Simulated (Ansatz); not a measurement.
CH3AlCl2Se (`C[Se][Al]([Cl])[Cl]`), relaxed with RKS PBE0-D4/def2-TZVP in Ansatz from a PBE-D4/def2-SVP geometry. The force threshold is 0.005 eV/Å; the program also tests the step.

Total charge 0; spin multiplicity 1.

Start:

```xyz
8

C     0.536    1.362   -0.392
Se    0.825    0.196    1.191
Al   -0.521   -1.564    0.581
Cl   -0.657   -3.259    1.822
Cl   -1.659   -1.488   -1.199
H    -0.441    1.158   -0.864
H     1.351    1.193   -1.118
H     0.566    2.402   -0.021
```

| step | energy (eV) | largest force (eV/Å) | largest move (Å) |
| --- | --- | --- | --- |
| 1 | -98064.2323 | 0.495 | 0.000 |
| 2 | -98064.2631 | 0.143 | 0.037 |
| 3 | -98064.2649 | 0.022 | 0.019 |
| 4 | -98064.2650 | 0.010 | 0.008 |
| 5 (rejected) | -98064.2650 | 0.022 | 0.006 |
| 6 | -98064.2650 | 0.004 | 0.003 |

End:

```xyz
8

C     0.536    1.359   -0.389
Se    0.813    0.191    1.169
Al   -0.527   -1.556    0.571
Cl   -0.648   -3.224    1.808
Cl   -1.654   -1.506   -1.186
H    -0.427    1.164   -0.852
H     1.339    1.191   -1.102
H     0.570    2.381   -0.018
```

Run time 34 s (4 threads of an Arm Neoverse V1 on a shared host); peak host memory 0.72 GiB.
